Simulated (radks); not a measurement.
Values are calculated unless marked as measured or tabulated.
Spin polarisation of the 5d3 shell in the tungsten ion W3+. Start: [Xe] 4f14 5d(up 1.5, down 1.5); electrons of 5d are moved from spin down to spin up, other shells keep equal spins. Level of theory: non-relativistic Kohn-Sham, TPSS, spin-polarised, spherical densities, point nucleus; meta-GGA in the generalised Kohn-Sham scheme (a radial shooting solver on a logarithmic mesh with Libxc functionals).

| moment (Bohr magnetons) | E - E(0) (eV) | e(5d up) (eV) | e(5d down) (eV) | 5p down minus up (eV) | 4f down minus up (eV) | 5s down minus up (eV) |
|---|---|---|---|---|---|---|
| 0 | 0.000 | -31.872 | -31.872 | 0.000 | 0.000 | 0.000 |
| 0.75 | -0.114 | -32.166 | -31.557 | 0.542 | 0.084 | 0.468 |
| 1.5 | -0.456 | -32.436 | -31.222 | 1.086 | 0.169 | 0.938 |
| 2.25 | -1.024 | -32.683 | -30.870 | 1.633 | 0.253 | 1.413 |
| 3 | -1.816 | -32.903 | -30.486 | 2.182 | 0.337 | 1.892 |

At moment 3 the spin-polarisation energy is -1.816 eV and the 5d exchange splitting 2.418 eV, that is 0.806 eV per Bohr magneton; E = -I m^2/4 would give I = 0.807 eV.
